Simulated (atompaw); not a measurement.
## Which change was made? (O, PAW (atompaw))

- Element: oxygen (O)
- Generator: atompaw 4.2.0.5
- Type: PAW
- Functional: LDA (PW92)
- Relativity: scalar-relativistic
- Frozen core: [He]
- Valence charge: 6
- Reference configuration: 2s2 2p2 (charge +2)
- Partial waves: 2s (bound); 2s channel at -2.2 Ry; 2p (bound); 2p channel at -2.7 Ry
- Local potential: troulliermartins scheme with l = 2 at -0.5 Ry, radius 1.35 bohr
- Core correction: smooth core density matched at 1.25 bohr
- Augmentation charge: sinc compensation charge, radius 1.05 bohr; PAW radius 1.35 bohr; waves and projectors: bloechl

Cutoffs, loose and tight: the cutoffs (Ry, on a coarse ladder) from which the occupation-weighted sum of valence levels, in a spherical-Bessel basis at the reference potential, stays within 10 and 1 mRy of its value at 400 Ry. They see the waves, projectors and local potential, not the compensation charge or the core.

The base gives: outcome: generated; cutoff, loose: 50 Ry; cutoff, tight: 70 Ry; bound ghosts: none.

(1) After one change the result is: outcome: generated; cutoff, loose: 80 Ry; cutoff, tight: 300 Ry; bound ghosts: none. Which change was it?
A. local potential troulliermartins scheme with l = 2 at -0.5 Ry, radius 0.56 bohr
B. local potential troulliermartins scheme with l = 2 at -0.5 Ry, radius 1.06 bohr
C. local potential troulliermartins scheme with l = 2 at -0.5 Ry, radius 0.68 bohr

Results:

(1) C. The others give: local potential troulliermartins scheme with l = 2 at -0.5 Ry, radius 0.56 bohr → outcome: generated; cutoff, loose: 140 Ry; cutoff, tight: over 300 Ry; bound ghosts: none | local potential troulliermartins scheme with l = 2 at -0.5 Ry, radius 1.06 bohr → outcome: generated; cutoff, loose: 60 Ry; cutoff, tight: 120 Ry; bound ghosts: none.
